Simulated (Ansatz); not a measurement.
Consider the redistribution: `C[NH][Al]([F])[F]` + `O[SiH2]N[SiH](O)O` → `C[NH][Al]([OH])[F]` + `O[SiH2]N[SiH](O)F`.

Calculated with Ansatz (gas phase, PBE0-D4/def2-TZVP geometries, no zero-point term in ΔE). CCSD(T)/CBS adds triple-zeta CCSD(T) − MP2 to the extrapolated MP2 energy (def2 sets, frozen cores). This one scheme is used for every species. Functionals use def2-TZVPP. Each species was taken in one conformer, which may not be the lowest.

(1) Is it downhill or uphill in electronic energy at CCSD(T)/CBS, and by how much? (Estimate.)

(2) What do these levels give: PBE0-D4, B2PLYP, r2SCAN, HF/def2-QZVPP, MP2/def2-QZVPP, HF/CBS(def2)? (Estimate.)

Largest T1 diagnostic among the species: 0.012.

## Answers

(1) Computed: Uphill: ΔE = +8.0 kJ/mol.

(2) The calculation gave: PBE0-D4 8.4, B2PLYP 5.4, r2SCAN 7.9, HF/def2-QZVPP -0.1, MP2/def2-QZVPP 8.3, HF/CBS(def2) -0.1 kJ/mol.

In def2-TZVPP, CCSD(T) changes the Hartree–Fock value by +8.3 kJ/mol (the triples alone add +1.4 kJ/mol) and MP2 by +8.6 kJ/mol. The D4 term adds +4.0 kJ/mol with B3LYP and +2.0 kJ/mol with PBE0; it sums over pairs of atoms, weighted by their polarisabilities, and B3LYP, whose exchange is more repulsive, gets the larger term.

B3LYP here is the variant with VWN-RPA as its local correlation; programs differ in this.
